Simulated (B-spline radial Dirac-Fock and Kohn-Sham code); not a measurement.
# Elastic and transport cross sections of antimony for electrons

These are calculated numbers from an atomic code on a B-spline grid; the model is relativistic (Dirac) partial waves in the static field of the Dirac-Fock atom with Furness-McCarthy exchange, without polarisation or absorption potentials. σ_tr1 and σ_tr2 weight the cross section with 1 − P₁ and 1 − P₂ of cos θ; "backward" is the share scattered beyond 90°.

| energy (eV) | σ (a₀²) | σ_tr1 (a₀²) | σ_tr2 (a₀²) | σ/σ_tr1 | backward (%) |
| --- | --- | --- | --- | --- | --- |
| 66500 | 0.753 | 0.00444 | 0.0105 | 170 | 0.067 |
| 82200 | 0.652 | 0.00314 | 0.00758 | 207 | 0.050 |
| 85400 | 0.635 | 0.00295 | 0.00714 | 215 | 0.048 |
| 91200 | 0.608 | 0.00265 | 0.00644 | 229 | 0.044 |
| 94700 | 0.593 | 0.00250 | 0.00608 | 237 | 0.042 |
| 100000 | 0.572 | 0.00229 | 0.00558 | 250 | 0.039 |
| 102000 | 0.564 | 0.00221 | 0.00541 | 255 | 0.038 |
| 119000 | ? | ? | ? | ? | ? |
| 200000 | 0.376 | 0.000751 | 0.00191 | 500 | 0.015 |
| 300000 | 0.307 | 0.000398 | 0.00103 | 771 | 0.0081 |

Q: Fill in the row for 119 keV.

A: σ = 0.511 a₀², σ_tr1 = 0.00172 a₀², σ_tr2 = 0.00426 a₀², σ/σ_tr1 = 296, backward 0.030 %. The ratio σ/σ_tr1 is roughly the number of elastic collisions that randomise the direction.
